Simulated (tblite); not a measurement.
C4H9O2PSi.
Z-matrix (Å and degrees, GFN2-xTB geometry), rows numbered from 1:
```
C 
C   1  1.3379
O   2  1.3325  1  121.54
Si  3  1.6477  2  128.91  1   175.21
P   4  2.2424  3  111.87  2   -59.84
C   2  1.4831  1  124.23  3   179.86
C   6  1.4974  2  119.42  1    -4.07
O   6  1.2155  2  118.10  1   176.32
H   1  1.0752  2  120.18  3    -0.26
H   1  1.0725  2  122.29  3   179.56
H   4  1.4607  3  113.16  2    74.49
H   4  1.4662  3   94.21  2  -172.00
H   5  1.3786  4   96.36  3   127.21
H   5  1.3830  4   95.25  3  -139.57
H   7  1.0871  6  109.39  2  -177.45
H   7  1.0871  6  109.91  2   -57.03
H   7  1.0879  6  109.96  2    62.29
```

Calculated harmonic vibrations of the isolated species, GFN2-xTB (tblite), most abundant isotopes, no scaling. The method is semi-empirical: single wavenumbers can be off by several per cent or more. Modes of hydrogen on phosphorus and silicon can be 10 to 20 % off. One conformer, not necessarily the lowest.

Harmonic wavenumbers (cm⁻¹): 51.9, 56.5, 113.1, 150.0, 151.2, 162.9, 183.9, 305.5, 342.8, 378.7, 436.0, 473.6, 495.7, 601.9, 624.0, 648.8, 676.6, 681.0, 705.9, 716.7, 760.6, 809.2, 843.5, 852.5, 992.0, 993.6, 1019.2, 1146.2, 1170.3, 1297.9, 1362.6, 1373.3, 1448.3, 1449.2, 1631.3, 1706.8, 2224.9, 2261.4, 2323.5, 2413.0, 3029.4, 3039.2, 3054.8, 3132.9, 3174.7.

A = 2222, B = 1054, C = 839.3 MHz; mass 148.011 u (most abundant isotopes); point group C1, symmetry number 1.

Q: What is the zero-point energy?

A: ½Σν̃ = 25734 cm⁻¹ = 307.84 kJ/mol.

Q: Give the ideal-gas entropy at 350 K and 1 bar in the rigid-rotor, harmonic-oscillator model (classical rotation).

A: Translation 174.51, rotation 125.35, vibration 158.96: S = 458.8 J/(mol K).

Q: And Cp and H(350 K) − H(0)?

A: Cp = 192.17 J/(mol K), of which vibrations give 158.91 (their classical limit is 45 R = 374.2); H(350 K) − H(0) = 40.66 kJ/mol without the zero-point energy, 29.02 from vibrations.

Q: Which modes carry the vibrational entropy at 350 K?

A: 51.9 cm⁻¹: 21.17; 56.5 cm⁻¹: 20.47; 113.1 cm⁻¹: 14.76; 150.0 cm⁻¹: 12.47; 151.2 cm⁻¹: 12.40; 162.9 cm⁻¹: 11.80 J/(mol K); the other 39 give 65.89 together.

Q: What must be added to the electronic energy to get the Gibbs energy at 350 K and 1 bar?

A: ZPE + [H(350 K) − H(0)] − T·S = 307.84 + 40.66 − 160.59 = 187.91 kJ/mol.

Q: How do the functions run with temperature in this model?

A: 
| T (K) | S (J/(mol K)) | Cp (J/(mol K)) | H − H(0) (kJ/mol) | G − H(0) (kJ/mol) | ln q(vib) |
| --- | --- | --- | --- | --- | --- |
| 100 | 297.8 | 83.7 | 5.72 | -24.07 | 1.89 |
| 200 | 369.8 | 129.4 | 16.36 | -57.60 | 4.81 |
| 300 | 430.7 | 173.0 | 31.53 | -97.68 | 7.71 |
| 500 | 535.6 | 238.4 | 73.15 | -194.64 | 13.33 |
| 800 | 661.7 | 297.4 | 154.34 | -375.02 | 21.01 |
| 1000 | 730.9 | 322.5 | 216.46 | -514.44 | 25.61 |

q(vib) and H(0) count from the zero-point level.

Q: Blend soft modes into free rotors: weight 1/[1 + (100 cm⁻¹/ν̃)⁴] for the oscillator and the rest for a rotor with moment μB/(μ + B), μ = h/(8π²ν), B = 10⁻⁴⁴ kg m². What vibrational entropy results?

A: 146.88 J/(mol K) in place of 158.96, which changes −T·S at 350 K by +4.23 kJ/mol.

Hindered rotation and anharmonicity are outside this model. Other conformers, if any are populated, would add a mixing term that is left out. The structure is chiral; the term R ln 2 for an equal mix with its mirror image is left out.

Hardware: Arm Neoverse V1, one thread, shared host with 32 logical CPUs at a one-minute load of 25. Cost: 0.7 s of wall time. The figure is for the frequency step alone.
